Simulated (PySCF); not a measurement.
SMILES C[Si](C[CH2][GeH3])(C)C (C5H16GeSi), GFN2-xTB optimised geometry.

```
23

C      0.09    -0.65     3.11
Si     1.15    -0.30     1.56
C      1.40     1.58     1.34
C      2.86    -1.12     1.78
C      0.34    -1.05     0.00
C     -1.19    -1.05     0.00
Ge    -2.03     0.73     0.00
H     -0.88    -0.17     3.04
H     -0.06    -1.71     3.25
H      0.58    -0.27     4.01
H      2.11     1.79     0.55
H      0.47     2.08     1.09
H      1.78     2.04     2.25
H      3.40    -0.69     2.62
H      2.77    -2.19     1.97
H      3.48    -1.00     0.90
H      0.69    -0.50    -0.88
H      0.68    -2.08    -0.13
H     -1.56    -1.61     0.86
H     -1.55    -1.57    -0.89
H     -1.99     1.43     1.33
H     -1.40     1.65    -0.99
H     -3.48     0.62    -0.38
```

Density from CAM-B3LYP/def2-SVP (PySCF) at that geometry.

Minimum of the electron density along straight lines between bonded atoms, close to the bond critical point (lines longer than 1.1 times the sum of covalent radii, or with two minima, are not listed):

| bond | length / Å | ρ at the minimum / e bohr⁻³ | ∇²ρ there / e bohr⁻⁵ | position (fraction from the first atom) |
|---|---|---|---|---|
| C1–Si2 | 1.909 | 0.110 | 0.31 | 0.62 |
| Si2–C3 | 1.909 | 0.110 | 0.31 | 0.38 |
| Si2–C4 | 1.909 | 0.110 | 0.31 | 0.38 |
| Si2–C5 | 1.917 | 0.111 | 0.30 | 0.38 |
| C5–C6 | 1.526 | … | -0.53 | 0.50 |
| C6–Ge7 | 1.971 | 0.128 | … | 0.53 |
| C1–H8 | 1.086 | 0.272 | -0.98 | 0.63 |
| C1–H9 | 1.086 | 0.271 | -0.97 | 0.62 |
| C1–H10 | 1.086 | 0.272 | -0.98 | 0.63 |
| C3–H11 | 1.086 | 0.272 | -0.98 | 0.63 |
| C3–H12 | 1.087 | 0.272 | -0.98 | 0.63 |
| C3–H13 | 1.086 | 0.272 | -0.98 | 0.63 |
| C4–H14 | 1.085 | 0.272 | -0.98 | 0.62 |
| C4–H15 | 1.085 | 0.272 | -0.98 | 0.62 |
| C4–H16 | 1.085 | 0.272 | -0.98 | 0.62 |
| C5–H17 | 1.092 | 0.271 | -0.96 | 0.62 |
| C5–H18 | 1.093 | 0.271 | -0.96 | 0.62 |
| C6–H19 | 1.091 | 0.274 | -0.99 | 0.63 |
| C6–H20 | 1.095 | 0.272 | -0.97 | 0.63 |
| Ge7–H21 | 1.497 | 0.141 | … | 0.59 |
| Ge7–H22 | 1.497 | 0.141 | 0.08 | 0.59 |
| Ge7–H23 | 1.501 | 0.140 | 0.08 | 0.59 |

**Question.** What belongs in the gaps?

**Answer.** 
- C5–C6, ρ at the minimum / e bohr⁻³: 0.239
- C6–Ge7, ∇²ρ there / e bohr⁻⁵: 0.02
- Ge7–H21, ∇²ρ there / e bohr⁻⁵: 0.09
